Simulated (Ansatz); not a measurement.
The same path of CH8Si2Te (12 atoms, charge 0, multiplicity 1) was run twice with different band settings. The coordinate that changes most is the dihedral Te4–C2–Si3–H11.

Method: RKS r2SCAN-D4/def2-SVP in Ansatz.

Relaxed end points:

```xyz
12
Properties=species:S:1:pos:R:3
Si -0.932 1.370 -0.643
C -0.519 -0.323 0.088
Si 1.142 -0.352 0.983
Te -0.556 -1.801 -1.532
H -2.141 1.283 -1.518
H -1.214 2.331 0.468
H 0.218 1.871 -1.452
H -1.313 -0.610 0.799
H 2.241 -0.030 0.027
H 1.134 0.663 2.083
H 1.387 -1.701 1.576
H 0.630 -2.757 -0.845
```

```xyz
12
Properties=species:S:1:pos:R:3
Si -0.649 1.139 -1.202
C -0.565 -0.113 0.212
Si 1.123 -0.161 1.051
Te -1.095 -2.087 -0.584
H -1.924 0.980 -1.966
H -0.599 2.523 -0.639
H 0.502 0.938 -2.130
H -1.333 0.144 0.964
H 1.455 1.196 1.588
H 1.110 -1.135 2.184
H 2.168 -0.568 0.066
H -0.115 -2.912 0.489
```

Common settings: spring 5.0 eV/Å²; optimiser quadratic models (default); start path IDPP; force threshold 0.03 eV/Å; iteration limit 60; end points relaxed.

| run | movable images | climbing image |
| --- | --- | --- |
| 1 | 7 | yes |
| 2 | 3 | no |

(1) What does each run give, and how far can it be trusted?

Answers

(1) Run 1: converged after 8 iterations, highest image 0.115 eV above the first end. A vibrational analysis at the climbing image gives one clearly imaginary mode, 152i cm⁻¹: a first-order saddle point.
Run 2: converged after 7 iterations, highest image 0.115 eV above the first end. No image climbed, so the highest image needn't sit at the top of the path. So few images can step over the top or miss a turn of the path.
